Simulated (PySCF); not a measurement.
**Spin-rotation constants: `InChI=1S/C6H10BrN/c1-3-6(8-2)4-5-7/h4-5H,3H2,1-2H3/b5-4-,8-6-`**

Geometry:
| atom | x (Å) | y (Å) | z (Å) |
| --- | --- | --- | --- |
| C1 | 2.280 | 0.012 | -0.447 |
| C2 | 1.327 | -1.056 | 0.091 |
| C3 | -0.086 | -0.543 | 0.146 |
| C4 | -0.302 | 0.568 | 1.107 |
| C5 | -0.630 | 1.811 | 0.795 |
| Br6 | -0.843 | 2.417 | -0.989 |
| N7 | -0.951 | -1.086 | -0.588 |
| C8 | -2.327 | -0.703 | -0.618 |
| H9 | 1.972 | 0.322 | -1.443 |
| H10 | 3.291 | -0.383 | -0.505 |
| H11 | 2.289 | 0.887 | 0.200 |
| H12 | 1.343 | -1.931 | -0.558 |
| H13 | 1.641 | -1.355 | 1.094 |
| H14 | -0.155 | 0.317 | 2.151 |
| H15 | -0.775 | 2.599 | 1.518 |
| H16 | -2.921 | -1.617 | -0.578 |
| H17 | -2.637 | -0.029 | 0.190 |
| H18 | -2.523 | -0.222 | -1.577 |

Computed, not measured: GIAO HF/def2-SVP magnetisability, rotational g tensor and spin-rotation constants, non-relativistic, gas phase (PySCF 2.14.0). Geometry: GFN2-xTB.

The calculation is non-relativistic, which matters for the atoms heavier than Zn.

Q: Give the nuclear spin-rotation constants along the inertial axes (H = +C I·J) beside the isotropic shieldings.

A: Rotational constants 1.8331, 0.9772, 0.7860 GHz. A star marks the isotopologue with that one atom substituted, in its own axes.
```
atom  isotope  Caa (kHz)  Cbb (kHz)  Ccc (kHz)  mean (kHz)  σ (ppm)
 Br6     79Br      2.541      1.294      0.559       1.465   2375.7
  N7      14N      0.260      0.270      0.095       0.208    -83.1
  H9       1H     -0.132     -0.105     -0.021      -0.086     31.3
 H10       1H     -0.095     -0.048     -0.084      -0.076     31.3
 H11       1H     -0.137     -0.080     -0.039      -0.085     31.2
 H12       1H     -0.097     -0.097     -0.024      -0.072     29.9
 H13       1H     -0.104     -0.108     -0.022      -0.078     30.4
 H14       1H     -0.135     -0.120      0.049      -0.069     26.2
 H15       1H     -0.100     -0.100      0.019      -0.060     26.0
 H16       1H     -0.131      0.017     -0.085      -0.066     28.8
 H17       1H     -0.132     -0.097     -0.001      -0.077     29.4
 H18       1H     -0.072     -0.097     -0.020      -0.063     28.8
  C1     13C*      0.198      0.104      0.086       0.129    189.4
  C2     13C*      0.239      0.143      0.111       0.165    168.6
  C3     13C*      0.668      0.322      0.258       0.416     36.8
  C4     13C*      0.498      0.140      0.367       0.335     67.4
  C5     13C*      0.488      0.136      0.356       0.327     72.1
  C8     13C*      0.256      0.138      0.124       0.173    163.8
```
For the geometry as given, no vibrational averaging.
